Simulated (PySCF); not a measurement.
## Calculated data, CH₄AlBN, CH₄ClSi, AlB₂H₅N

Calculation on a computer-drawn molecule: optimised geometry and harmonic frequencies of an isolated molecule of the commonest isotopes, restricted reference for singlets and unrestricted otherwise, frozen core in MP2. Program: PySCF 2.14.0.

Common to all runs: method HF.

```yaml
- entry: 1
  formula: CH4AlBN
  start_structure:
    atoms_angstrom:
      - ["N", 0.3124, 1.333, 2.4869]
      - [B, -0.4282, 1.5831, 1.3459]
      - [C, -1.1209, 1.8085, 0.12]
      - [Al, -2.9733, 1.5762, -0.1935]
      - [H, 0.5171, 2.0976, 3.2131]
      - [H, 0.7535, 0.5106, 2.717]
      - [H, -0.5846, 2.1906, -0.7357]
      - [H, -4.489, 1.4191, -0.4968]
  given:
    charge: 1
    multiplicity: 1
    basis: "cc-pV(D+d)Z"
    drawn_bonds_atom: [1, 2, 3, 1, 1, 3, 4]
    drawn_bonds_other_atom: [2, 3, 4, 5, 6, 7, 8]
    drawn_bonds_order: [1, 2, 1, 1, 1, 1, 1]
  results:
    optimised_atom_element: ["N", B, C, Al, H, H, H, H]
    "optimised_atom_x [angstrom]": [0.2475, -0.3988, -1.109, -2.899, 0.404, 0.6855, -0.5275, -4.415]
    "optimised_atom_y [angstrom]": [1.364, 1.596, 1.83, 1.589, 2.079, 0.4862, 2.187, 1.387]
    "optimised_atom_z [angstrom]": [2.466, 1.31, 0.107, -0.1455, 3.153, 2.677, -0.7439, -0.3662]
    "modes_frequency [cm^-1]": [121.3, 273.1, 391.3, 415.9, 464.0, 516.2, 583.4, 626.5, 749.8, 975.4, 993.5, 1158, 1666, 1851, 2154, 3275, 3767, 3869]
    "modes_reduced_mass [dalton]": [4.013, 1.198, 2.546, 1.401, 1.238, 2.614, 1.409, 1.108, 4.965, 1.406, 1.52, 3.414, 1.187, 6.605, 1.048, 1.085, 1.051, 1.099]
    "rotational_constants [GHz]": [31.01, 2.513, 2.356]
    "total_energy [hartree]": -361.0305
    "convergence_status_largest_gradient_component [hartree/bohr]": 1.52e-05
- entry: 2
  formula: CH4ClSi
  start_structure:
    atoms_angstrom:
      - [C, -0.2738, -0.4019, 1.8369]
      - [Si, -0.2654, 1.3487, 1.1375]
      - [Cl, -0.0277, 2.5558, 3.049]
      - [H, 0.5787, -0.5946, 2.5645]
      - [H, -1.1384, -0.6197, 2.382]
      - [H, -0.0857, -1.099, 1.0846]
      - [H, 1.1443, 1.5381, 0.7987]
  given:
    charge: -1
    multiplicity: 1
    basis: "aug-cc-pV(D+d)Z"
    drawn_bonds_atom: [1, 2, 1, 1, 1, 2]
    drawn_bonds_other_atom: [2, 3, 4, 5, 6, 7]
    drawn_bonds_order: [1, 1, 1, 1, 1, 1]
  results:
    optimised_atom_element: [C, Si, Cl, H, H, H, H]
    "optimised_atom_x [angstrom]": [-0.2287, -0.2925, -0.0559, 0.5928, -1.167, -0.1085, 1.192]
    "optimised_atom_y [angstrom]": [-0.3969, 1.395, 2.545, -0.5477, -0.6406, -1.115, 1.487]
    "optimised_atom_z [angstrom]": [1.874, 1.114, 3.104, 2.58, 2.383, 1.051, 0.7477]
    "modes_frequency [cm^-1]": [182.1, 212.8, 325.0, 619.1, 651.4, 756.2, 806.0, 964.9, 1330, 1535, 1550, 1993, 3099, 3166, 3193]
    "modes_reduced_mass [dalton]": [1.516, 1.74, 17.29, 3.351, 1.094, 1.089, 1.293, 1.232, 1.237, 1.055, 1.058, 1.042, 1.041, 1.091, 1.103]
    "rotational_constants [GHz]": [13.59, 3.762, 3.082]
    "total_energy [hartree]": -788.6887
    "convergence_status_largest_gradient_component [hartree/bohr]": 1.217e-05
- entry: 3
  formula: AlB2H5N
  start_structure:
    atoms_angstrom:
      - [B, -1.0435, -2.0389, -1.8832]
      - [Al, -0.0125, -0.2898, -1.176]
      - [B, 0.0744, 0.7497, 0.5645]
      - ["N", 1.1556, 1.5942, 0.4145]
      - [H, -1.3138, -3.0188, -2.223]
      - [H, 1.1607, 0.2742, -2.0837]
      - [H, -0.4889, 0.8369, 1.5785]
      - [H, 1.5432, 2.309, 1.0857]
      - [H, 1.699, 1.584, -0.437]
  given:
    charge: 0
    multiplicity: 2
    basis: "cc-pV(D+d)Z"
    drawn_bonds_atom: [1, 2, 3, 1, 2, 3, 4, 4]
    drawn_bonds_other_atom: [2, 3, 4, 5, 6, 7, 8, 9]
    drawn_bonds_order: [1, 1, 1, 1, 1, 1, 1, 1]
  results:
    optimised_atom_element: [B, Al, B, "N", H, H, H, H, H]
    "optimised_atom_x [angstrom]": [-1.008, 0.2682, 0.2907, 1.163, -1.748, 1.234, -0.4391, 1.195, 1.818]
    "optimised_atom_y [angstrom]": [-2.007, -0.4142, 0.7233, 1.794, -2.926, -0.08828, 0.4794, 2.336, 2.102]
    "optimised_atom_z [angstrom]": [-1.749, -1.444, 0.401, 0.5801, -1.92, -2.672, 1.333, 1.42, -0.109]
    "modes_frequency [cm^-1]": [46.22, 107.6, 252.6, 321.3, 384.3, 507.3, 556.2, 610.4, 636.2, 671.3, 760.5, 955.2, 971.9, 1219, 1371, 1762, 1923, 2628, 2799, 3796, 3896]
    "modes_reduced_mass [dalton]": [2.7, 3.245, 3.236, 1.284, 1.086, 2.626, 1.442, 1.421, 1.283, 4.629, 1.366, 1.094, 1.131, 1.473, 3.68, 1.196, 1.042, 1.092, 1.1, 1.051, 1.098]
    "rotational_constants [GHz]": [22.26, 2.388, 2.156]
    "total_energy [hartree]": -348.5934
    spin_squared: 0.7587
    "convergence_status_largest_gradient_component [hartree/bohr]": 6.411e-06
```
